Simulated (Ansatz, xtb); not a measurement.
Two isomers of C5H5F3

Structure a: `C=C/C=C/C(F)(F)F`, a singlet. Structure b: `C=CC(=C)C(F)(F)F`, a singlet. Both are isolated molecules in the gas phase, relaxed with PBE0-D3(BJ)/def2-SVP; the shapes shown needn't be the lowest conformers.

a (Å):

```
atom    x (Å)    y (Å)    z (Å)
   C  -3.1317  -0.5844  -2.0160
   C  -1.8648  -0.8846  -1.6993
   C  -0.8989   0.0996  -1.2465
   C   0.3699  -0.1857  -0.9255
   C   1.3474   0.8391  -0.4616
   F   0.8208   2.0651  -0.4076
   F   1.8106   0.5465   0.7606
   F   2.4114   0.8940  -1.2733
   H  -3.8334  -1.3504  -2.3536
   H  -3.5060   0.4416  -1.9466
   H  -1.5161  -1.9206  -1.7778
   H  -1.2411   1.1373  -1.1666
   H   0.7693  -1.2024  -0.9852
```

b (Å):

```xyz
13

C     0.7660   -0.5790   -1.7366
C     0.2980    0.6395   -1.4389
C     0.8173    1.5661   -0.4330
C     0.2667    2.7695   -0.2183
C     2.0135    1.1463    0.3869
F     3.0724    0.8931   -0.3908
F     2.3816    2.0815    1.2635
F     1.7610    0.0303    1.0805
H     1.6261   -1.0207   -1.2296
H     0.2871   -1.1779   -2.5143
H    -0.5696    1.0200   -1.9885
H    -0.5994    3.0919   -0.8012
H     0.6609    3.4536    0.5339
```

Task: Which of the two would you expect CCSD(T)/def2-SVP + ΔMP2/def2-TZVPP electronic energies to favour?

Result: Too close to call at this level: CCSD(T)/def2-SVP + ΔMP2/def2-TZVPP gives E(b) − E(a) = +0.072 eV.

Level by level:

```csv
level,geometry,E(b) − E(a) (eV),departure from the last row (eV),"job, with rough time for the two"
GFN2-xTB,GFN2-xTB,+0.067,−0.005,"optimisation, 0.1 s"
HF/STO-3G,GFN2-xTB,+0.066,−0.006,"single point, 0.52 s"
r2SCAN-D4/def2-SVP,GFN2-xTB,+0.077,+0.005,"single point, 6.3 s"
PBE0-D3(BJ)/def2-SVP,PBE0-D3(BJ)/def2-SVP,+0.086,+0.014,"optimisation, 41 s"
HF/def2-SVP,PBE0-D3(BJ)/def2-SVP,+0.139,+0.067,part of the CCSD(T) run
MP2/def2-SVP,PBE0-D3(BJ)/def2-SVP,+0.065,−0.007,part of the CCSD(T) run
CCSD(T)/def2-SVP,PBE0-D3(BJ)/def2-SVP,+0.060,−0.012,single point
CCSD(T)/def2-SVP + ΔMP2/def2-TZVPP,PBE0-D3(BJ)/def2-SVP,+0.072,,"single point, 2.7 min"
```

As drawn, both hold the same kinds of bond in the same numbers.

The largest departure from CCSD(T)/def2-SVP + ΔMP2/def2-TZVPP is that of HF/def2-SVP, 0.067 eV. The last row adds to CCSD(T) the change of the MP2 difference between the two basis sets, here +0.012 eV.

With thermal terms from frequencies at re-optimised GFN2-xTB minima (ideal gas, soft modes damped towards free rotors, one conformer each, 298.15 K, 1 atm): the zero-point term adds +0.008 eV; ΔH is +0.073 and ΔG +0.099 eV.

The correlated steps freeze 8 core orbitals. Codes used: Ansatz 0.2.0, xtb 6.7.1; the last row on 2 threads of Arm Neoverse V2 on a shared host.
